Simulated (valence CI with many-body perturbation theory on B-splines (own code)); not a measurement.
# Au VII: electric-dipole lines

Computed by relativistic CI+MBPT: five valence electrons over a frozen Dirac-Fock core [Xe] 4f14, radial functions for each j: 7 s, 7 p, 8 d, 6 f, 4 g, 1 h, with the one-electron correlation potential Σ1 (screened to all orders), the two-electron term Σ2, the three-electron term Σ3, Breit, model QED; selected single and double excitations, second order for the rest, scaled by the run's own slope (own B-spline code, finite nucleus).

No measured spectrum was set against this ion. As an estimate, terms of the open shell hold to 2 to 4 % of their energy, and close levels can change places; different configurations can be misplaced against each other by 1,000 to 8,000 cm⁻¹. Among the levels kept, up to 2100 cm⁻¹ of a level comes from second order outside the variational space, and about a tenth of that is noise between levels of different J, which matters for small intervals. The list stops below the first excitations out of the core.

Lines 151 to 200 of 600 in falling wavelength, among levels below 40.264 eV, chosen from the strongest by gf and those to the six lowest levels. Wavelengths and rates use the calculated energies, so an error of 2000 cm⁻¹ moves a line at 92.27 nm by 1.8 % and its rate by three times that or more. Electric multipoles are in the length gauge, E1 and E2 with the static RPA response of the core. Weak lines are less certain than strong ones. Lines between different terms over intervals too small for the method are left out, as are lines whose strength nearly cancels. Where a level lies close to another of its J and parity, the split of strength between their lines is uncertain. The highest levels of a list are the least certain.

Levels are named by their leading jj configuration (3d3/2^4 stands for four electrons in 3d with j = 3/2), which in mixed levels can hold well under half, so a name can repeat and another be missing. Letters in brackets count levels of one name in rising energy.

```
λ vac (nm)                               Upper                            Lower   A (s⁻¹)  S (a.u.) with core polarisation  S without
     92.27  (5d3/2^2 5d5/2^2 6p3/2) J=11/2 [a]   (5d3/2^2 5d5/2^2 6s) J=9/2 [b]  5.88e+08                         2.73e+00   3.27e+00
     91.17   (5d3/2^2 5d5/2^2 6p1/2) J=3/2 [e]         (5d3/2^3 5d5/2 6s) J=5/2  5.81e+08                         8.70e-01   1.05e+00
     91.05     (5d3/2^3 5d5/2 6p3/2) J=5/2 [b]         (5d3/2^3 5d5/2 6s) J=5/2  2.99e+08                         6.68e-01   7.99e-01
     90.99   (5d3/2^2 5d5/2^2 6p1/2) J=3/2 [d]     (5d3/2^3 5d5/2 6s) J=3/2 [b]  6.78e+08                         1.01e+00   1.21e+00
     90.73  (5d3/2^2 5d5/2^2 6p3/2) J=11/2 [d]    (5d3/2 5d5/2^3 6s) J=11/2 [a]  2.37e+08                         1.05e+00   1.26e+00
     89.81     (5d3/2 5d5/2^3 6p1/2) J=5/2 [c]     (5d3/2 5d5/2^3 6s) J=5/2 [a]  2.98e+08                         6.38e-01   7.68e-01
     89.70   (5d3/2^2 5d5/2^2 6p3/2) J=5/2 [a]     (5d3/2^3 5d5/2 6s) J=3/2 [b]  8.92e+08                         1.91e+00   2.26e+00
     89.64   (5d3/2^2 5d5/2^2 6p3/2) J=9/2 [e]   (5d3/2^2 5d5/2^2 6s) J=9/2 [d]  7.95e+08                         2.83e+00   3.38e+00
     89.54   (5d3/2^2 5d5/2^2 6p1/2) J=5/2 [e]         (5d3/2^3 5d5/2 6s) J=5/2  6.00e+08                         1.28e+00   1.53e+00
     89.01     (5d3/2^3 5d5/2 6p3/2) J=5/2 [c]   (5d3/2^2 5d5/2^2 6s) J=5/2 [b]  4.21e+08                         8.79e-01   1.05e+00
     88.95   (5d3/2^2 5d5/2^2 6p3/2) J=7/2 [j]     (5d3/2 5d5/2^3 6s) J=7/2 [b]  2.77e+08                         7.69e-01   9.21e-01
     88.57     (5d3/2^3 5d5/2 6p3/2) J=5/2 [b]         (5d3/2^3 5d5/2 6s) J=7/2  6.20e+08                         1.28e+00   1.54e+00
     88.52         (5d3/2 5d5/2^3 6p3/2) J=9/2     (5d3/2 5d5/2^3 6s) J=7/2 [b]  7.51e+08                         2.57e+00   3.08e+00
     88.52   (5d3/2^2 5d5/2^2 6p3/2) J=7/2 [i]   (5d3/2^2 5d5/2^2 6s) J=5/2 [f]  3.05e+08                         8.35e-01   9.99e-01
     88.35   (5d3/2^2 5d5/2^2 6p3/2) J=7/2 [j]   (5d3/2^2 5d5/2^2 6s) J=5/2 [f]  2.60e+08                         7.08e-01   8.48e-01
     88.35   (5d3/2^2 5d5/2^2 6p3/2) J=7/2 [g]   (5d3/2^2 5d5/2^2 6s) J=9/2 [d]  2.15e+08                         5.85e-01   7.00e-01
     88.04        (5d3/2 5d5/2^3 6p1/2) J=13/2  (5d3/2^2 5d5/2^2 6s) J=11/2 [a]  1.85e+08                         8.73e-01   1.05e+00
     87.96   (5d3/2^2 5d5/2^2 6p3/2) J=9/2 [b]   (5d3/2^2 5d5/2^2 6s) J=7/2 [c]  4.87e+08                         1.64e+00   1.95e+00
     87.80   (5d3/2^2 5d5/2^2 6p3/2) J=5/2 [j]     (5d3/2 5d5/2^3 6s) J=7/2 [b]  3.85e+08                         7.72e-01   9.28e-01
     87.66   (5d3/2^2 5d5/2^2 6p3/2) J=3/2 [a]   (5d3/2^2 5d5/2^2 6s) J=1/2 [a]  4.37e+08                         5.81e-01   7.00e-01
     87.53         (5d3/2^3 5d5/2 6p3/2) J=3/2         (5d3/2^3 5d5/2 6s) J=1/2  1.17e+09                         1.55e+00   1.84e+00
     87.50  (5d3/2^2 5d5/2^2 6p3/2) J=13/2 [b]  (5d3/2^2 5d5/2^2 6s) J=11/2 [b]  1.27e+09                         5.87e+00   7.00e+00
     87.48   (5d3/2^2 5d5/2^2 6p3/2) J=9/2 [i]     (5d3/2 5d5/2^3 6s) J=7/2 [b]  2.99e+08                         9.88e-01   1.18e+00
     87.40         (5d3/2^3 5d5/2 6p3/2) J=7/2   (5d3/2^2 5d5/2^2 6s) J=9/2 [a]  2.68e+08                         7.06e-01   8.52e-01
     87.37         (5d3/2^3 5d5/2 6p3/2) J=9/2   (5d3/2^2 5d5/2^2 6s) J=9/2 [a]  2.51e+08                         8.28e-01   9.92e-01
     87.33   (5d3/2^2 5d5/2^2 6p3/2) J=7/2 [b]         (5d3/2^3 5d5/2 6s) J=5/2  6.25e+08                         1.64e+00   1.95e+00
     87.29   (5d3/2^2 5d5/2^2 6p3/2) J=3/2 [j]   (5d3/2^2 5d5/2^2 6s) J=3/2 [d]  8.89e+08                         1.17e+00   1.40e+00
     87.25     (5d3/2 5d5/2^3 6p3/2) J=7/2 [b]     (5d3/2 5d5/2^3 6s) J=5/2 [a]  7.21e+08                         1.89e+00   2.26e+00
     87.19         (5d3/2 5d5/2^3 6p3/2) J=5/2     (5d3/2 5d5/2^3 6s) J=5/2 [a]  3.95e+08                         7.75e-01   9.27e-01
     87.05        (5d3/2 5d5/2^3 6p3/2) J=13/2        (5d3/2 5d5/2^3 6s) J=13/2  5.01e+08                         2.28e+00   2.76e+00
     86.73   (5d3/2^2 5d5/2^2 6p3/2) J=5/2 [c]   (5d3/2^2 5d5/2^2 6s) J=5/2 [c]  3.93e+08                         7.59e-01   9.14e-01
     86.63   (5d3/2^2 5d5/2^2 6p3/2) J=5/2 [b]   (5d3/2^2 5d5/2^2 6s) J=5/2 [b]  4.10e+08                         7.89e-01   9.55e-01
     86.55   (5d3/2^2 5d5/2^2 6p3/2) J=5/2 [b]   (5d3/2^2 5d5/2^2 6s) J=7/2 [b]  1.03e+09                         1.97e+00   2.36e+00
     86.47  (5d3/2^2 5d5/2^2 6p3/2) J=11/2 [b]   (5d3/2^2 5d5/2^2 6s) J=9/2 [b]  7.76e+08                         2.97e+00   3.54e+00
     86.43   (5d3/2^2 5d5/2^2 6p3/2) J=5/2 [h]   (5d3/2^2 5d5/2^2 6s) J=3/2 [c]  3.70e+08                         7.08e-01   8.48e-01
     86.32   (5d3/2^2 5d5/2^2 6p3/2) J=5/2 [i]     (5d3/2 5d5/2^3 6s) J=7/2 [a]  3.81e+08                         7.26e-01   8.68e-01
     86.26         (5d3/2^3 5d5/2 6p3/2) J=7/2         (5d3/2^3 5d5/2 6s) J=5/2  3.00e+08                         7.61e-01   9.02e-01
     86.18   (5d3/2^2 5d5/2^2 6p3/2) J=3/2 [a]         (5d3/2^3 5d5/2 6s) J=5/2  6.50e+08                         8.21e-01   9.77e-01
     86.17    (5d3/2 5d5/2^3 6p1/2) J=11/2 [b]  (5d3/2^2 5d5/2^2 6s) J=11/2 [a]  3.72e+08                         1.41e+00   1.71e+00
     86.16   (5d3/2^2 5d5/2^2 6p3/2) J=9/2 [g]   (5d3/2^2 5d5/2^2 6s) J=9/2 [d]  3.12e+08                         9.86e-01   1.19e+00
     86.06   (5d3/2^2 5d5/2^2 6p3/2) J=9/2 [e]   (5d3/2^2 5d5/2^2 6s) J=9/2 [c]  1.81e+08                         5.69e-01   6.84e-01
     86.02   (5d3/2^2 5d5/2^2 6p3/2) J=7/2 [c]   (5d3/2^2 5d5/2^2 6s) J=7/2 [c]  3.08e+08                         7.73e-01   9.22e-01
     86.02     (5d3/2^3 5d5/2 6p3/2) J=1/2 [b]     (5d3/2^3 5d5/2 6s) J=3/2 [b]  1.77e+09                         1.11e+00   1.32e+00
     86.01   (5d3/2^2 5d5/2^2 6p3/2) J=7/2 [g]   (5d3/2^2 5d5/2^2 6s) J=7/2 [d]  2.28e+08                         5.72e-01   6.84e-01
     85.61   (5d3/2^2 5d5/2^2 6p3/2) J=7/2 [c]   (5d3/2^2 5d5/2^2 6s) J=7/2 [b]  5.08e+08                         1.26e+00   1.50e+00
     85.55         (5d3/2 5d5/2^3 6p3/2) J=9/2     (5d3/2 5d5/2^3 6s) J=7/2 [a]  4.14e+08                         1.28e+00   1.54e+00
     85.53     (5d3/2 5d5/2^3 6p3/2) J=7/2 [a]     (5d3/2 5d5/2^3 6s) J=7/2 [a]  9.29e+08                         2.29e+00   2.74e+00
     85.39     (5d3/2 5d5/2^3 6p1/2) J=7/2 [c]   (5d3/2^2 5d5/2^2 6s) J=9/2 [b]  4.17e+08                         1.02e+00   1.24e+00
     85.29  (5d3/2^2 5d5/2^2 6p1/2) J=11/2 [b]         (5d3/2^3 5d5/2 6s) J=9/2  2.36e+08                         8.66e-01   1.04e+00
     85.27   (5d3/2^2 5d5/2^2 6p3/2) J=9/2 [f]  (5d3/2^2 5d5/2^2 6s) J=11/2 [b]  7.10e+08                         2.17e+00   2.60e+00
```
